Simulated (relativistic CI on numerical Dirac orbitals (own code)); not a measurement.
**Line list: Electric-dipole lines, Se XXVIII**

Calculated at this level of theory: Dirac-Coulomb-Breit CI, separate exchange-only KLI orbitals for each configuration, model QED, unscaled Slater integrals (own radial code, finite nucleus).

Configurations in the expansion (outside the closed core 1s2): 2s²2p³, 2s2p⁴, 2p⁵, 2p⁴3s, 2p⁴3p, 2p⁴3d, 2s²2p²3s, 2s²2p²3p, 2s²2p²3d, 2s2p³3s, 2s2p³3p, 2s2p³3d, 2s²2p²4s, 2s²2p²4p, 2s²2p²4d, 2s²2p²4f. Levels of other configurations are missing.

| λ vac (nm) | Lower | Upper | A (s⁻¹) | gf | Branching (%) |
| --- | --- | --- | --- | --- | --- |
| 0.68796 | 2s²2p³ ²P°1/2 [4] | 2s²2p²3d ²D3/2 [94] | 3.53e+13 | 1.00e+00 | 66.9 |
| 0.68802 | 2s²2p³ ²D°3/2 [2] | 2s²2p²3d ²D5/2 [76] | 2.55e+13 | 1.08e+00 | 43.1 |
| 0.68816 | 2s²2p³ ²D°3/2 [2] | 2s²2p²3d ²D3/2 [75] | 3.75e+13 | 1.06e+00 | 71.7 |
| 0.68858 | 2s²2p³ ⁴S°3/2 [1] | 2s²2p²3d ⁴P1/2 [56] | 6.85e+13 | 9.74e-01 | 94.5 |
| 0.68928 | 2s²2p³ ⁴S°3/2 [1] | 2s²2p²3d ⁴P3/2 [55] | 6.10e+13 | 1.74e+00 | 84.8 |
| 0.68998 | 2s²2p³ ⁴S°3/2 [1] | 2s²2p²3d ⁴D5/2 [54] | 3.42e+13 | 1.46e+00 | 65.7 |
| 0.69089 | 2s²2p³ ²D°5/2 [3] | 2s²2p²3d ²F7/2 [80] | 7.20e+13 | 4.12e+00 | 100.0 |
| 0.69220 | 2s2p⁴ ⁴P5/2 [6] | 2s2p³3d ⁴P°3/2 [158] | 6.81e+13 | 1.96e+00 | 92.9 |
| 0.69247 | 2s²2p³ ²D°5/2 [3] | 2s²2p²3d ²D5/2 [76] | 3.18e+13 | 1.37e+00 | 53.8 |
| 0.69282 | 2s²2p³ ⁴S°3/2 [1] | 2s²2p²3d ²F5/2 [47] | 1.94e+13 | 8.36e-01 | 46.6 |
| 0.69327 | 2s2p⁴ ⁴P5/2 [6] | 2s2p³3d ⁴D°5/2 [157] | 6.15e+13 | 2.66e+00 | 92.1 |
| 0.69429 | 2s2p⁴ ⁴P5/2 [6] | 2s2p³3d ⁴D°7/2 [153] | 5.75e+13 | 3.33e+00 | 98.6 |
| 0.70057 | 2s2p⁴ ⁴P5/2 [6] | 2s2p³3d ⁴F°7/2 [135] | 2.18e+13 | 1.28e+00 | 97.7 |
| 0.70103 | 2s2p⁴ ²D3/2 [9] | 2s2p³3d ²F°5/2 [189] | 4.29e+13 | 1.90e+00 | 60.0 |
| 0.70146 | 2s²2p³ ²D°3/2 [2] | 2s²2p²3d ²D5/2 [57] | 5.96e+13 | 2.64e+00 | 67.2 |
| 0.70196 | 2s²2p³ ²P°3/2 [5] | 2s²2p²3d ²D5/2 [88] | 5.68e+13 | 2.52e+00 | 94.9 |
| 0.70593 | 2s²2p³ ²D°5/2 [3] | 2s²2p²3d ²F7/2 [58] | 5.61e+13 | 3.35e+00 | 100.0 |
| 0.70685 | 2s²2p³ ²P°3/2 [5] | 2s²2p²3d ²D5/2 [83] | 5.06e+13 | 2.27e+00 | 91.4 |
| 0.70750 | 2s²2p³ ²D°3/2 [2] | 2s²2p²3d ²F5/2 [47] | 1.98e+13 | 8.89e-01 | 47.5 |
| 0.70759 | 2s²2p³ ⁴S°3/2 [1] | 2s²2p²3d ⁴F5/2 [34] | 2.74e+13 | 1.24e+00 | 96.5 |
| 0.70766 | 2s²2p³ ²P°3/2 [5] | 2s²2p²3d ²P3/2 [82] | 5.38e+13 | 1.62e+00 | 83.7 |
| 0.70797 | 2s2p⁴ ²D5/2 [10] | 2s2p³3d ²G°7/2 [186] | 2.93e+13 | 1.76e+00 | 99.3 |
| 0.70972 | 2s2p⁴ ²S1/2 [11] | 2s2p³3d ²D°3/2 [196] | 4.89e+13 | 1.48e+00 | 76.7 |
| 0.71017 | 2s2p⁴ ⁴P3/2 [7] | 2s2p³3d ⁴P°5/2 [140] | 3.18e+13 | 1.44e+00 | 67.9 |
| 0.71167 | 2s²2p³ ²P°1/2 [4] | 2s²2p²3d ²D3/2 [60] | 4.21e+13 | 1.28e+00 | 87.5 |
| 0.71194 | 2s2p⁴ ²P3/2 [12] | 2s2p³3d ²D°5/2 [199] | 4.05e+13 | 1.85e+00 | 76.6 |
| 0.71436 | 2s2p⁴ ⁴P5/2 [6] | 2s2p³3d ⁴D°7/2 [110] | 4.05e+13 | 2.48e+00 | 99.7 |
| 0.71698 | 2s2p⁴ ²D5/2 [10] | 2s2p³3d ²D°5/2 [166] | 3.39e+13 | 1.57e+00 | 70.6 |
| 0.71732 | 2s2p⁴ ²D5/2 [10] | 2s2p³3d ²F°7/2 [165] | 2.62e+13 | 1.62e+00 | 76.2 |
| 0.71974 | 2s2p⁴ ²D3/2 [9] | 2s2p³3d ²F°5/2 [151] | 2.81e+13 | 1.31e+00 | 73.8 |

Terms are leading LS components. Brackets give the number of a level in order of energy, since labels repeat. The list gives strong lines, with weight on those to low levels, without lines whose two gauges differ by over a factor of 2.5, among the lowest 200 of 359 levels, so that lines to higher ones, which can be the strongest, are missing. Levels whose partners in the same complex of configurations lie outside the list can be far off, and so can their lines. Rates are taken at the computed energies, electric ones in the length gauge.

At this charge energies of transitions that change n are usually good to better than 1 %, and those within a shell (Δn = 0) to a few per cent.

LS names give the leading component of a level, which can be under half, so a name can repeat, a term be missing and a line seem to break the LS rules.
